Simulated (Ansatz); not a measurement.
**InH2Cl (SMILES [H][In]([H])[Cl]): the energy, rung by rung**

InH2Cl: 4 atoms, total charge 0, spin state singlet. As SMILES, `[H][In]([H])[Cl]`. Geometry: a GFN2-xTB relaxation, a rough one for these elements and not checked as a minimum.

```xyz
4

In    0.0702    0.1178   -0.0004
H     1.7830    0.1014    0.0114
H    -0.7551    1.6185   -0.0199
Cl   -1.0981   -1.8377    0.0089
```

Each level gives the energy change with the In1–H2 bond stretched from 1.713 to 2.141 Å (eV). The values are calculated.

```
                        level                    kind  program  value (eV)  less FCI/STO-3G  CPU time (all runs)
    SVWN5/STO-3G (restricted)                     LDA   Ansatz        1.33            +0.23                2.9 s
   revPBE/STO-3G (restricted)                     GGA   Ansatz        1.18            +0.08                  4 s
  r2SCAN0/STO-3G (restricted)         hybrid meta-GGA   Ansatz        1.34            +0.24                9.9 s
CAM-B3LYP/STO-3G (restricted)  range-separated hybrid   Ansatz        1.38            +0.28                  5 s
    wB97X/STO-3G (restricted)  range-separated hybrid   Ansatz        1.35            +0.25                 17 s
   B2PLYP/STO-3G (restricted)           double hybrid   Ansatz        1.30            +0.20                6.2 s
  RPA@PBE/STO-3G (restricted)                     RPA   Ansatz        1.08            -0.02                  6 s
      MP2/STO-3G (restricted)     perturbation theory   Ansatz        1.28            +0.18                1.4 s
    CCSDT/STO-3G (restricted)   coupled cluster or CI   Ansatz        1.10             0.00                2.1 s
                   FCI/STO-3G      exact in the basis   Ansatz        1.10             0.00                 13 s
```

FCI/STO-3G is exact within its basis and frozen core, so for wave-function methods in that basis the difference is their error; functionals converge differently with the basis, so for them it is only a difference. All-electron rows without a relativistic Hamiltonian named are non-relativistic. The first shape isn't each level's own minimum. The values span 1.08 to 1.38 eV. All rows use very small basis sets, so none should be taken for the real molecule's value. In the correlated wave-function rows the outer d shell of In is correlated, in sets not made for it. Times are those of the runs behind each value, whatever else they computed, on shared processors of several kinds: orders of magnitude only.
